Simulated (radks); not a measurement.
Spherical quantum dot in the effective-mass picture: electrons in a hard-walled sphere of radius 3.64, all in effective atomic units (hartree* = m*/eps^2 hartree, bohr* = eps/m* bohr), one dielectric constant everywhere. Calculated with a radial shooting solver with Libxc functionals: non-relativistic Kohn-Sham, LDA (Slater exchange, Perdew-Wang correlation), spin-polarised, spherical densities. Levels are named by radial order and angular momentum (1s, 1p, 1d, 2s, ...), and open shells are averaged over m.

N = 26, configuration 1s2 1p6 1d10 1f(up 7, down 1). This is the lowest configuration that the search found. Occupied and some empty levels:

| level | occupation | eigenvalue (hartree*) | <r> (bohr*) |
|---|---|---|---|
| 1s up | 1 | 9.3715 | 2.486 |
| 1s down | 1 | 9.4346 | 2.471 |
| 1p up | 3 | 9.5619 | 2.573 |
| 1p down | 3 | 9.6285 | 2.565 |
| 1d up | 5 | 9.8948 | 2.650 |
| 1d down | 5 | 9.9640 | 2.645 |
| 1f up | 7 | 10.353 | 2.714 |
| 1f down | 1 | 10.424 | 2.712 |
| 2s up | 0 | 10.742 | 1.623 |
| 2s down | 0 | 10.766 | 1.622 |
| 1g up | 0 | 10.926 | 2.769 |
| 1g down | 0 | 10.998 | 2.768 |
| 2p up | 0 | 11.388 | 1.902 |
| 2p down | 0 | 11.420 | 1.899 |
| 2d up | 0 | 12.158 | 2.079 |
| 2d down | 0 | 12.197 | 2.075 |

Energy (hartree*): total 143.904, kinetic 37.803, external 0, Hartree 118.50, exchange-correlation -12.398.
